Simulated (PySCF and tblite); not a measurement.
The numbers below are computed, except where a source is named.
C4H5Br, numbered as in [CH:1]#[C:2][CH2:3][CH2:4][Br:5]. Level: PBE0-D3(BJ)/def2-TZVP//PBE0-D3(BJ)/def2-SVP, thermal terms from GFN2-xTB, symmetry numbers and mirror pairs counted. Conformers within 4 kcal/mol (GFN2-xTB free energy) were kept, 7 at most. GIAO shieldings: PBE0/pcSseg-1. Shifts are against TMS (¹H), TMS (¹³C) at the same level. Run with PySCF (density fitting) and tblite.

Torsions listed: C2–C3–C4–Br5. Of a mirror pair one member is shown.

| conformer | shape | point group | mirror pair | ΔE(DFT) | Δ(G−E) at 373.15 K | δ C4 (ppm) |
| --- | --- | --- | --- | --- | --- | --- |
| 1 | 180° | Cs | no | 0.00 | 0.00 | 39.5 |
| 2 | -65° | C1 | yes | 1.02 | 0.03 | 42.1 |

Energies in kcal/mol; the thermal term leaves out symmetry numbers and mirror images.

Q: Work out the weights at 373.15 K and the ¹³C shift of C4 under fast exchange.

A: RT = 0.742 kcal/mol. Each conformer gets RT ln(σ/g), with σ the rotational symmetry number and g = 2 for a mirror pair: 1: σ = 1, g = 1, G = 0.00 + 0.00 + 0.00 = 0.00, 0.00 above the lowest, exp(−ΔG/RT) = 1.000; 2: σ = 1, g = 2, G = 1.02 + 0.03 − 0.51 = 0.54, 0.54 above the lowest, exp(−ΔG/RT) = 0.480. The sum is 1.480, so the weights are 67.6, 32.4 %. The averaged shift is 40.4 ppm. At 298.15 K it is 40.2 ppm. At 298.15 K the leading conformer alone gives 39.5 ppm and bare DFT energies give 39.9 ppm.

Spin–orbit effects of the heavy atoms on shieldings are missing.
